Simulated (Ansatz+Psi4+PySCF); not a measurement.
## quartet TiH: levels of theory in one basis

```tsv
atom	x (Å)	y (Å)	z (Å)
Ti	0.0000	0.0000	0.0000
H	0.0000	0.0000	1.7790
```

Basis set: cc-pVTZ (spherical functions). Left uncorrelated: 9 orbitals. Correlation on ROHF uses semicanonical orbitals with singles. Charge 0, multiplicity 4.

Computed with Ansatz (development build ahead of 0.2.0); each method stands on the lowest determinant of its kind that the runs found.

```
      method  E − E(ROHF) (eV)  <S²> of the determinant
        ROHF              0.00                     3.75
         UHF             -0.13                     3.76
    ROHF-MP2             -1.35                        –
     UHF-MP2             -1.47                     3.76
   ROHF-CCSD             -1.79                        –
    UHF-CCSD             -1.90                     3.76
ROHF-CCSD(T)             -1.84                        –
 UHF-CCSD(T)             -1.94                     3.76
```

Caution: the determinant breaks the point group. Caution for ROHF-MP2, UHF-MP2, ROHF-CCSD, UHF-CCSD, ROHF-CCSD(T), UHF-CCSD(T): large amplitudes, a single reference is doubtful. Caution for ROHF-CCSD(T): another reference gives a lower total.
